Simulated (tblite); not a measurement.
Isomers of C7H9FN (doublet state). Computed values, GFN2-xTB/tblite, gas phase, harmonic and unscaled. This tight-binding method is rough: wavenumbers can miss measured ones by several per cent, in bad cases by 10 to 20. One conformer each. Open shells enter through the occupations alone, without spin polarisation, and single modes of such species can be off by tens of per cent.

Electronic energies: GFN2-xTB at the same geometries; isomer energies are rough at this level and their order can be wrong.

```csv
SMILES,"electronic energy, lowest = 0 (kJ/mol)"
C[C@@H]1C=CC(N)=C[C]1F,0.0
[H]/N=C(\C=C\[CH]F)C1CC1,158.5
[N]=C(/C=C/CF)C1CC1,237.9
```

Task: How do GFN2-xTB zero-point energies change the relative energies?

Result: 
```json
{"SMILES": "C[C@@H]1C=CC(N)=C[C]1F", "ZPE (kJ/mol)": "374.2", "of it from modes above 1550 cm⁻¹": "178.0", "electronic (kJ/mol)": "0.0", "with ZPE, lowest = 0 (kJ/mol)": "0.0", "lowest mode (cm⁻¹)": "62", "rings": "1"}
{"SMILES": "[H]/N=C(\\C=C\\[CH]F)C1CC1", "ZPE (kJ/mol)": "369.7", "of it from modes above 1550 cm⁻¹": "177.3", "electronic (kJ/mol)": "158.5", "with ZPE, lowest = 0 (kJ/mol)": "154.0", "lowest mode (cm⁻¹)": "37", "rings": "1"}
{"SMILES": "[N]=C(/C=C/CF)C1CC1", "ZPE (kJ/mol)": "368.6", "of it from modes above 1550 cm⁻¹": "184.4", "electronic (kJ/mol)": "237.9", "with ZPE, lowest = 0 (kJ/mol)": "232.3", "lowest mode (cm⁻¹)": "9", "rings": "1"}
```

The zero-point energies span 5.6 kJ/mol, from `[N]=C(/C=C/CF)C1CC1` to `C[C@@H]1C=CC(N)=C[C]1F`. The order is unchanged.
